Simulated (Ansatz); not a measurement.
`[CH3][Sn]([Cl])([Cl])[O]C(F)(F)F`, relaxed with RKS PBE-D4/def2-SVP in the Gaussian-basis code of Ansatz from a rough embedded geometry. The force threshold is 0.03 eV/Å; the program also tests the step.

Charge 0, multiplicity 1. Sn: def2 effective core potential.

Start:

```xyz
12

C     1.647   -0.800    0.214
Sn    0.546    1.012   -0.206
Cl    0.280    2.306    1.774
Cl    1.744    2.254   -1.838
O    -1.254    0.573   -0.995
C    -1.935   -0.314   -0.172
F    -1.270   -1.536   -0.166
F    -2.105    0.180    1.080
F    -3.166   -0.501   -0.723
H     1.673   -1.422   -0.624
H     2.693   -0.481    0.556
H     1.145   -1.271    1.099
```

```json
{"step": "1", "energy (eV)": "-43160.8959", "largest force (eV/Å)": "3.186", "largest move (Å)": "0.000"}
{"step": "2", "energy (eV)": "-43161.2103", "largest force (eV/Å)": "1.264", "largest move (Å)": "0.134"}
{"step": "3", "energy (eV)": "-43161.2640", "largest force (eV/Å)": "0.605", "largest move (Å)": "0.105"}
{"step": "4", "energy (eV)": "-43161.2748", "largest force (eV/Å)": "0.416", "largest move (Å)": "0.154"}
{"step": "5", "energy (eV)": "-43161.2905", "largest force (eV/Å)": "0.158", "largest move (Å)": "0.124"}
{"step": "6", "energy (eV)": "-43161.2963", "largest force (eV/Å)": "0.097", "largest move (Å)": "0.057"}
{"step": "7 (rejected)", "energy (eV)": "-43161.2961", "largest force (eV/Å)": "0.570", "largest move (Å)": "0.199"}
{"step": "8", "energy (eV)": "-43161.3027", "largest force (eV/Å)": "0.123", "largest move (Å)": "0.097"}
{"step": "9", "energy (eV)": "-43161.3064", "largest force (eV/Å)": "0.261", "largest move (Å)": "0.099"}
{"step": "10", "energy (eV)": "-43161.3077", "largest force (eV/Å)": "0.351", "largest move (Å)": "0.097"}
{"step": "11", "energy (eV)": "-43161.3134", "largest force (eV/Å)": "0.185", "largest move (Å)": "0.054"}
{"step": "12", "energy (eV)": "-43161.3170", "largest force (eV/Å)": "0.094", "largest move (Å)": "0.109"}
{"step": "13", "energy (eV)": "-43161.3182", "largest force (eV/Å)": "0.080", "largest move (Å)": "0.059"}
{"step": "14", "energy (eV)": "-43161.3188", "largest force (eV/Å)": "0.037", "largest move (Å)": "0.012"}
{"step": "15", "energy (eV)": "-43161.3189", "largest force (eV/Å)": "0.009", "largest move (Å)": "0.013"}
```

End:

```xyz
12

C     1.582   -0.770    0.414
Sn    0.648    1.079   -0.139
Cl    0.531    2.686    1.569
Cl    1.526    2.120   -2.050
O    -1.309    0.772   -0.702
C    -1.881   -0.348   -0.279
F    -1.368   -1.466   -0.885
F    -1.686   -0.554    1.074
F    -3.201   -0.335   -0.502
H     1.626   -1.406   -0.488
H     2.592   -0.549    0.802
H     0.940   -1.229    1.187
```

Hardware: 2 threads of an AMD EPYC 7R13 on a shared host and a share of an NVIDIA H100 80 GB. Wall time 32 s, peak host memory 0.87 GiB.
